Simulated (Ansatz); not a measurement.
`O=CC[SiH2]O` and `O=CCCl` differ in one atom or group.

Ansatz, PBE0-D4/def2-TZVP geometries, multiplicity 1. Each molecule was computed in one conformer, which needn't be the lowest.

```
                                          property  `O=CC[SiH2]O`
             LUMO energy (ωB97M-V/def2-TZVPP) / eV           1.03
                 LUMO energy (PBE/def2-TZVPP) / eV          -2.30
size of the dipole moment (ωB97M-V/def2-TZVPP) / D           2.85
              HOMO–LUMO gap (PBE0/def2-TZVPP) / eV           6.60
               LUMO energy (B3LYP/def2-TZVPP) / eV          -1.46
               HOMO energy (B3LYP/def2-TZVPP) / eV          -7.57
```

What does the change do to each property? (Estimate.)

Computed: 
| property | `O=CCCl` | shift |
| --- | --- | --- |
| LUMO energy (ωB97M-V/def2-TZVPP) / eV | 0.99 | -0.04 |
| LUMO energy (PBE/def2-TZVPP) / eV | -2.55 | -0.25 |
| size of the dipole moment (ωB97M-V/def2-TZVPP) / D | 1.43 | -1.42 |
| HOMO–LUMO gap (PBE0/def2-TZVPP) / eV | 6.62 | 0.02 |
| LUMO energy (B3LYP/def2-TZVPP) / eV | -1.64 | -0.18 |
| HOMO energy (B3LYP/def2-TZVPP) / eV | -7.76 | -0.19 |

Dipoles are sizes alone; their direction can turn.

B3LYP here is the variant with VWN-RPA as its local correlation; programs differ in this.
